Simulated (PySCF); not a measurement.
A core-ionisation job, as run on `C(Cl)(/C(F)=C/C)=O`.

Method: delta-SCF UKS SCAN, pcX-2 on the ionised atom, pcseg-1 elsewhere, spin-free X2C (PySCF 2.14.0).

Input of the driver that calls PySCF (job settings, then Cartesian coordinates in Å):

```
{"job": {"kind": "xps"}, "charge": 0, "multiplicity": 1}
C     -1.7840     0.2369     0.0263
C     -0.4090    -0.0617    -0.4340
C      0.6883     0.0022     0.3278
F      0.6140     0.3600     1.6230
C      2.0216    -0.3103    -0.1910
O      2.2712    -0.6443    -1.3084
Cl     3.2898    -0.1508     1.0127
H     -1.7974     0.5201     1.0750
H     -2.4172    -0.6374    -0.1211
H     -2.2044     1.0443    -0.5725
H     -0.2676    -0.3563    -1.4637
```

The driver printed:

```
ground state, core basis on atom 0 (C), 153 functions
  cycle   1  E = -791.24565290  |g| = 8.51e-01
  cycle   2  E = -790.37209314  |g| = 2.22e+00
  cycle   3  E = -791.36091266  |g| = 3.41e-01
  cycle   4  E = -791.38400953  |g| = 1.58e-01
  cycle   5  E = -791.38905086  |g| = 6.21e-02
  cycle   6  E = -791.39001655  |g| = 2.42e-02
  cycle   7  E = -791.39014994  |g| = 6.60e-03
  cycle   8  E = -791.39015948  |g| = 1.67e-03
  cycle   9  E = -791.39015923  |g| = 3.35e-04
  E(ground) = -791.40232298 Eh
hole in C 1s of atom 0
  cycle   1  E = -780.11903982  |g| = 1.50e+00
  cycle   2  E = -779.46325409  |g| = 1.78e+00
  cycle   3  E = -780.56788584  |g| = 4.57e-01
  cycle   4  E = -780.58073249  |g| = 4.26e-01
  cycle   5  E = -780.67472752  |g| = 6.19e-02
  ... (3 cycles left out)
  cycle   9  E = -780.67645119  |g| = 2.60e-03
  cycle  10  E = -780.67645780  |g| = 1.56e-03
  cycle  11  E = -780.67646172  |g| = 1.43e-03
  cycle  12  E = -780.67646608  |g| = 5.96e-04
  cycle  13  E = -780.67646601  |g| = 3.94e-04
  E(ion) = -780.68699127 Eh   <S^2> = 0.7680   hole on atom = 1.000   binding energy = 291.579 eV
ground state, core basis on atom 1 (C), 153 functions
  cycle   1  E = -791.39297924  |g| = 6.03e-02
  cycle   2  E = -791.39269083  |g| = 4.18e-02
  cycle   3  E = -791.39265424  |g| = 4.23e-02
  cycle   4  E = -791.39309476  |g| = 1.09e-02
  cycle   5  E = -791.39312844  |g| = 1.60e-03
  cycle   6  E = -791.39312964  |g| = 4.79e-04
  E(ground) = -791.40509898 Eh
hole in C 1s of atom 1
  cycle   1  E = -780.09704206  |g| = 1.51e+00
  cycle   2  E = -777.86065665  |g| = 2.32e+00
  cycle   3  E = -780.38461191  |g| = 6.84e-01
  cycle   4  E = -780.56532757  |g| = 4.73e-01
  cycle   5  E = -780.64590411  |g| = 2.69e-01
  ... (3 cycles left out)
  cycle   9  E = -780.68304023  |g| = 5.13e-03
  cycle  10  E = -780.68308224  |g| = 3.99e-03
  cycle  11  E = -780.68310226  |g| = 3.17e-03
  cycle  12  E = -780.68311055  |g| = 9.55e-04
  cycle  13  E = -780.68311392  |g| = 4.45e-04
  E(ion) = -780.69380412 Eh   <S^2> = 0.8170   hole on atom = 1.000   binding energy = 291.469 eV
ground state, core basis on atom 2 (C), 153 functions
  cycle   1  E = -791.39775420  |g| = 6.02e-02
  cycle   2  E = -791.39750716  |g| = 3.88e-02
  cycle   3  E = -791.39739866  |g| = 4.37e-02
  cycle   4  E = -791.39785504  |g| = 7.95e-03
  cycle   5  E = -791.39787135  |g| = 1.86e-03
  cycle   6  E = -791.39787340  |g| = 7.53e-04
  cycle   7  E = -791.39787297  |g| = 2.93e-04
  E(ground) = -791.41007905 Eh
hole in C 1s of atom 2
  cycle   1  E = -780.03481592  |g| = 1.52e+00
... (1 lines left out)
  cycle   3  E = -780.24178714  |g| = 9.18e-01
  cycle   4  E = -780.49084287  |g| = 5.74e-01
  cycle   5  E = -780.56150809  |g| = 3.00e-01
  ... (3 cycles left out)
  cycle   9  E = -780.61059416  |g| = 4.65e-03
  cycle  10  E = -780.61061144  |g| = 2.43e-03
  cycle  11  E = -780.61061907  |g| = 1.97e-03
  cycle  12  E = -780.61062303  |g| = 5.13e-04
  cycle  13  E = -780.61062235  |g| = 2.01e-04
  E(ion) = -780.62187800 Eh   <S^2> = 0.7877   hole on atom = 1.000   binding energy = 293.562 eV
ground state, core basis on atom 3 (F), 153 functions
  cycle   1  E = -791.43545261  |g| = 1.19e-01
  cycle   2  E = -791.43443317  |g| = 8.71e-02
  cycle   3  E = -791.43443834  |g| = 8.22e-02
  cycle   4  E = -791.43569751  |g| = 1.52e-02
  cycle   5  E = -791.43575757  |g| = 1.42e-03
  cycle   6  E = -791.43575895  |g| = 6.24e-04
  cycle   7  E = -791.43575796  |g| = 2.92e-04
  E(ground) = -791.44977140 Eh
hole in F 1s of atom 3
  cycle   1  E = -765.04316628  |g| = 2.58e+00
  cycle   2  E = -763.56961625  |g| = 2.73e+00
  cycle   3  E = -764.97472154  |g| = 1.40e+00
  cycle   4  E = -765.79278976  |g| = 6.12e-01
  cycle   5  E = -765.87596281  |g| = 3.74e-01
  cycle   6  E = -765.93735341  |g| = 1.06e-01
  cycle   7  E = -765.94188879  |g| = 4.68e-02
  cycle   8  E = -765.94308223  |g| = 8.53e-03
  cycle   9  E = -765.94311720  |g| = 2.59e-03
  cycle  10  E = -765.94312064  |g| = 9.06e-04
  cycle  11  E = -765.94312164  |g| = 4.85e-04
  E(ion) = -765.96308060 Eh   <S^2> = 0.7574   hole on atom = 1.000   binding energy = 693.528 eV
ground state, core basis on atom 4 (C), 153 functions
  cycle   1  E = -791.39799722  |g| = 9.91e-02
  cycle   2  E = -791.39565708  |g| = 1.44e-01
  cycle   3  E = -791.39894256  |g| = 2.19e-02
  cycle   4  E = -791.39900395  |g| = 1.05e-02
  cycle   5  E = -791.39903410  |g| = 2.80e-03
  cycle   6  E = -791.39903483  |g| = 8.21e-04
  cycle   7  E = -791.39903648  |g| = 2.39e-04
  E(ground) = -791.41121786 Eh
hole in C 1s of atom 4
  cycle   1  E = -779.99505772  |g| = 1.51e+00
  cycle   2  E = -777.63287818  |g| = 2.60e+00
  cycle   3  E = -780.13142428  |g| = 8.99e-01
  cycle   4  E = -780.17813903  |g| = 8.96e-01
  cycle   5  E = -780.54791167  |g| = 2.00e-01
  ... (3 cycles left out)
  cycle   9  E = -780.56574518  |g| = 6.12e-03
  cycle  10  E = -780.56577023  |g| = 2.18e-03
  cycle  11  E = -780.56577638  |g| = 1.38e-03
  cycle  12  E = -780.56577809  |g| = 7.50e-04
  cycle  13  E = -780.56577780  |g| = 4.46e-04
  E(ion) = -780.57455157 Eh   <S^2> = 0.7888   hole on atom = 1.000   binding energy = 294.881 eV
ground state, core basis on atom 5 (O), 153 functions
  cycle   1  E = -791.41934666  |g| = 1.00e-01
  cycle   2  E = -791.41655546  |g| = 1.26e-01
  cycle   3  E = -791.41846263  |g| = 8.09e-02
  cycle   4  E = -791.41973601  |g| = 6.57e-03
  cycle   5  E = -791.41974658  |g| = 1.40e-03
  cycle   6  E = -791.41974566  |g| = 7.90e-04
  cycle   7  E = -791.41974683  |g| = 1.70e-04
  E(ground) = -791.42931282 Eh
hole in O 1s of atom 5
  cycle   1  E = -770.78760287  |g| = 2.23e+00
  cycle   2  E = -769.80780344  |g| = 2.41e+00
  cycle   3  E = -771.32953915  |g| = 7.55e-01
  cycle   4  E = -771.38328871  |g| = 6.97e-01
  cycle   5  E = -771.62879669  |g| = 1.15e-01
  ... (2 cycles left out)
  cycle   8  E = -771.63847270  |g| = 7.67e-03
  cycle   9  E = -771.63849595  |g| = 3.43e-03
  cycle  10  E = -771.63850432  |g| = 9.63e-04
  cycle  11  E = -771.63850491  |g| = 6.99e-04
  cycle  12  E = -771.63850644  |g| = 4.65e-04
  E(ion) = -771.64895241 Eh   <S^2> = 0.7684   hole on atom = 1.000   binding energy = 538.251 eV
ground state, core basis on atom 6 (Cl), 164 functions
  cycle   1  E = -791.57523478  |g| = 4.92e-01
  cycle   2  E = -791.56634678  |g| = 2.32e-01
  cycle   3  E = -791.53000126  |g| = 4.78e-01
  cycle   4  E = -791.57683648  |g| = 1.87e-02
  cycle   5  E = -791.57689323  |g| = 1.11e-02
  cycle   6  E = -791.57691815  |g| = 3.74e-03
  cycle   7  E = -791.57692297  |g| = 1.59e-03
  cycle   8  E = -791.57692280  |g| = 5.08e-04
  cycle   9  E = -791.57692428  |g| = 1.99e-04
  E(ground) = -791.57405403 Eh
hole in Cl 1s of atom 6
  cycle   1  E = -686.36071121  |g| = 5.47e+00
  cycle   2  E = -686.42882993  |g| = 2.36e+00
  cycle   3  E = -686.29710292  |g| = 1.63e+00
  cycle   4  E = -687.44177703  |g| = 6.44e-01
  cycle   5  E = -687.52145178  |g| = 4.15e-01
  ... (3 cycles left out)
  cycle   9  E = -687.60990464  |g| = 5.44e-03
  cycle  10  E = -687.60991554  |g| = 3.10e-03
  cycle  11  E = -687.60992017  |g| = 9.95e-04
  cycle  12  E = -687.60991963  |g| = 7.90e-04
  cycle  13  E = -687.60992138  |g| = 2.84e-04
  E(ion) = -687.61522673 Eh   <S^2> = 0.7532   hole on atom = 1.000   binding energy = 2828.864 eV
hole in Cl 2p of atom 6
  cycle   1  E = -783.49649688  |g| = 1.71e+00
  cycle   2  E = -783.11299694  |g| = 1.55e+00
  cycle   3  E = -783.57216431  |g| = 9.31e-01
  cycle   4  E = -783.94036325  |g| = 2.53e-01
  cycle   5  E = -783.95305705  |g| = 1.50e-01
  ... (2 cycles left out)
  cycle   8  E = -783.96622039  |g| = 7.35e-03
  cycle   9  E = -783.96624928  |g| = 2.60e-03
  cycle  10  E = -783.96625243  |g| = 7.35e-04
  cycle  11  E = -783.96625318  |g| = 6.21e-04
  cycle  12  E = -783.96625293  |g| = 2.49e-04
  E(ion) = -783.97157238 Eh   <S^2> = 0.7531   hole on atom = 1.001   binding energy = 206.874 eV
  2p3/2 = 206.278 eV   2p1/2 = 207.932 eV
```

Atoms in this output count from 0. The cycles run on a coarser grid; E(ground) and E(ion) are re-evaluated on a finer one, so they differ from the last cycles. The 2p3/2 and 2p1/2 values come from a spin–orbit splitting computed afterwards within the 2p shell; their 2:1 mean is the average over the three 2p orbitals, so it can differ from the printed binding energy of the one hole solved. The run used up to 164 basis functions and 152 SCF iterations in all.

The run took 66 s wall on one thread, Arm Neoverse V1 (aarch64) (shared host), and the process peaked at 0.49 GiB of memory.

Binding energies (atoms from 0): C1s of atom 0 291.58 eV; C1s of atom 1 291.47 eV; C1s of atom 2 293.56 eV; F1s of atom 3 693.53 eV; C1s of atom 4 294.88 eV; O1s of atom 5 538.25 eV; Cl1s of atom 6 2828.86 eV; Cl2p of atom 6 206.83 eV (mean of the shell).

One conformer (not necessarily the lowest) at the GFN2-xTB geometry, without solvent, vibrations or thermal averaging.
